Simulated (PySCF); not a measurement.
Screening by computed properties: pick the candidate that meets the target.

Species are written as SMILES; each is one conformer at its optimised geometry, gas phase, non-relativistic unless stated; the electronic structure was computed with PySCF and density fitting.

The conformers computed, where there is a choice (atom-mapped SMILES and torsion angles):
- `[CH3:1][CH2:2][CH2:3][P:4]1[CH2:5][CH2:6]1`: C1–C2–C3–P4 -67°, C2–C3–P4–C5 151°
- `[CH3:1][CH:2]([CH3:3])[C:4]([CH3:5])([CH3:6])[CH3:7]`: C1–C2–C4–C5 -70°
- `[CH3:1][C:2]([CH3:3])([CH3:4])[O:5][C:6]([CH3:7])([CH3:8])[CH3:9]`: C1–C2–O5–C6 -46°, C2–O5–C6–C7 -46°
- `[CH3:1][CH2:2][CH2:3][CH2:4][CH2:5][CH2:6][CH3:7]`: C1–C2–C3–C4 180°, C2–C3–C4–C5 180°, C3–C4–C5–C6 180°, C4–C5–C6–C7 180°
- `[CH3:1][CH2:2][C:3]([CH3:4])([CH3:5])[CH2:6][CH3:7]`: C1–C2–C3–C4 64°, C2–C3–C6–C7 -57°

The conformers of `ClC(Cl)[SiH]1OCCCO1` and `CCCCCC[C@H](C)O` aren't listed.

**Question.** Wanted: vertical ionisation energy between 9.2 eV and 9.5 eV (ΔSCF B3LYP/def2-SVPD) and lowest singlet excitation below 7 eV (TDDFT B3LYP/def2-SVPD), at PBE0-D3(BJ)/def2-SVP geometries. Which candidate meets both?
A. `BrC1=NC=CO1`
B. `CCCP1CC1`
C. `C(C(C)C)(C)(C)C`
D. `ClC(Cl)[SiH]1OCCCO1`

**Answer.** A. Computed values:
```csv
species,vertical ionisation energy,lowest singlet excitation
CCCP1CC1,9.01 eV,6.25 eV
BrC1=NC=CO1,9.37 eV,5.54 eV
ClC(Cl)[SiH]1OCCCO1,9.57 eV,6.11 eV
C(C(C)C)(C)(C)C,10.30 eV,7.84 eV
```

**Question.** Wanted: lowest triplet excitation (Tamm–Dancoff) between 5.5 eV and 7 eV (TDA B3LYP/def2-SVPD) and HOMO energy above -7.3 eV (B3LYP/def2-SVPD), at PBE0-D3(BJ)/def2-SVP geometries. Which candidate meets both?
A. `C(CCCC[C@H](C)O)C`
B. `CC(C)(C)OC(C)(C)C`
C. `ClC(Cl)[SiH]1OCCCO1`
D. `Brc1ncco1`
E. `CCCP1CC1`
F. `CC(C)C(C)(C)C`
G. `CCCCCCC`

**Answer.** B. Computed values:
| species | lowest triplet excitation (Tamm–Dancoff) | HOMO energy |
| --- | --- | --- |
| Brc1ncco1 | 4.12 eV | -7.13 eV |
| CCCP1CC1 | 5.30 eV | -6.80 eV |
| ClC(Cl)[SiH]1OCCCO1 | 5.60 eV | -7.74 eV |
| CC(C)(C)OC(C)(C)C | 6.38 eV | -6.92 eV |
| C(CCCC[C@H](C)O)C | 6.57 eV | -7.53 eV |
| CC(C)C(C)(C)C | 7.72 eV | -8.32 eV |
| CCCCCCC | 8.08 eV | -8.50 eV |

**Question.** Wanted: static isotropic polarisability between 80 au and 106 au (B3LYP/def2-SVPD) and HOMO–LUMO gap above 8.5 eV (B3LYP/def2-SVPD), at PBE0-D3(BJ)/def2-SVP geometries. Which candidate meets both?
A. `CCCCCC[C@H](C)O`
B. `C(CCCC)CC`
C. `BrC1=NC=CO1`
D. `ClC(Cl)[SiH]1OCCCO1`
E. `CCCP1CC1`

**Answer.** B. Computed values:
| species | static isotropic polarisability | HOMO–LUMO gap |
| --- | --- | --- |
| BrC1=NC=CO1 | 64.7 au | 6.31 eV |
| CCCP1CC1 | 86.3 au | 7.09 eV |
| C(CCCC)CC | 90.3 au | 9.03 eV |
| ClC(Cl)[SiH]1OCCCO1 | 105.0 au | 7.22 eV |
| CCCCCC[C@H](C)O | 106.9 au | 7.89 eV |

**Question.** Wanted: smallest rotational constant between 1.4 GHz and 1.65 GHz (PBE0-D3(BJ)/def2-SVP) and electronic spatial extent ⟨r²⟩ about the centre of nuclear charge below 1200 bohr² (B3LYP/def2-SVPD), at PBE0-D3(BJ)/def2-SVP geometries. Which candidate meets both?
A. `CCCCCCC`
B. `CC(C)C(C)(C)C`
C. `CCC(C)(C)CC`
D. `CC(C)(C)OC(C)(C)C`
E. `Brc1occn1`
F. `CCCP1CC1`

**Answer.** F. Computed values:
```
          species  smallest rotational constant  electronic spatial extent ⟨r²⟩ about the centre of nuclear charge
          CCCCCCC                     0.708 GHz                                                         1697 bohr²
CC(C)(C)OC(C)(C)C                     1.104 GHz                                                         1396 bohr²
        Brc1occn1                     1.223 GHz                                                          848 bohr²
         CCCP1CC1                     1.572 GHz                                                          866 bohr²
      CCC(C)(C)CC                     1.723 GHz                                                          923 bohr²
    CC(C)C(C)(C)C                     1.811 GHz                                                          892 bohr²
```
